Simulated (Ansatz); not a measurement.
A CCSD(T) single point on CH₅NOSn, SMILES `N[C](=O)[SnH3]`.

```yaml
crystal:
  periodic: [false, false, false]
  atoms:
    - {symbol: N, position_ang: [1.022613, 1.316717, 0.075173]}
    - {symbol: C, position_ang: [-0.256021, 0.875951, 0.064391]}
    - {symbol: O, position_ang: [-1.211637, 1.613632, 0.131862]}
    - {symbol: Sn, position_ang: [-0.554071, -1.299807, -0.084016]}
    - {symbol: H, position_ang: [1.799454, 0.684208, 0.017388]}
    - {symbol: H, position_ang: [1.198288, 2.308794, 0.142187]}
    - {symbol: H, position_ang: [0.952534, -2.115354, -0.172944]}
    - {symbol: H, position_ang: [-1.459811, -1.615987, -1.489239]}
    - {symbol: H, position_ang: [-1.402747, -1.814354, 1.298096]}
basis:
  gaussian: {orbitals: def2-TZVPP}
correlation: {method: ccsd_t}
```

```sh
$ ansatz run in.yaml --threads 4 --pin off --events-out ev --progress --plain --max-ram 10444MiB
```

The program prints (abridged):

```
Functional definition: HF
1440 factors; integrals over basis functions are off by at most 1.0e-3 eV
mean field evaluation 1: about -10431.2591 eV, gradient 4.2e1 eV
mean field evaluation 2: about -10431.4697 eV, gradient 4.2e1 eV
mean field evaluation 4: about -10435.2399 eV, gradient 4.9e0 eV
mean field evaluation 8: about -10435.3256 eV, gradient 4.9e-1 eV
mean field evaluation 16: about -10435.3276 eV, gradient 1.4e-6 eV
mean field -10435.32755031 eV, -383.4912141549 hartree, gradient 1.4e-6 eV, S^2 0.000000; 0 other end points of the search recorded, 0 dependent functions left out
7 core orbitals not correlated: weight in the atoms' cores, before any rotation towards them, 1.000 or more for the frozen orbitals, at most 0.000 for the correlated occupied ones
reference -10435.32755031 eV, -383.4912141549 hartree; 17, 17 occupied and 189, 189 virtual orbitals, 1440 factors
second order -25.45162396 eV of doubles, -0.00000000 eV of singles
cycle   1  -25.03503151 eV  change    4.2e-1 eV  update   1.3e-1
cycle   2  -25.71866749 eV  change   -6.8e-1 eV  update   4.3e-2
cycle   3  -25.89193703 eV  change   -1.7e-1 eV  update   2.5e-2
cycle   4  -25.87874462 eV  change    1.3e-2 eV  update   7.2e-3
cycle   5  -25.87136431 eV  change    7.4e-3 eV  update   3.5e-3
cycle   6  -25.87241793 eV  change   -1.1e-3 eV  update   1.2e-3
cycle   7  -25.87231883 eV  change    9.9e-5 eV  update   5.2e-4
cycle   8  -25.87212841 eV  change    1.9e-4 eV  update   1.8e-4
cycle   9  -25.87217592 eV  change   -4.8e-5 eV  update   7.7e-5
cycle  10  -25.87222526 eV  change   -4.9e-5 eV  update   2.8e-5
cycle  11  -25.87219477 eV  change    3.0e-5 eV  update   1.0e-5
perturbative correction -1.00199212 eV, -0.0368225313 hartree
Total energy: -10462.20173720 eV, -384.4788223070 hartree
```

Hardware: 4 threads of an Arm Neoverse V1 on a shared host. Wall time 2.2 min, peak host memory 3.5 GiB.

The correlation energy is -26.874 eV, 3.7 % of it from (T); the T1 diagnostic reads 0.0162.
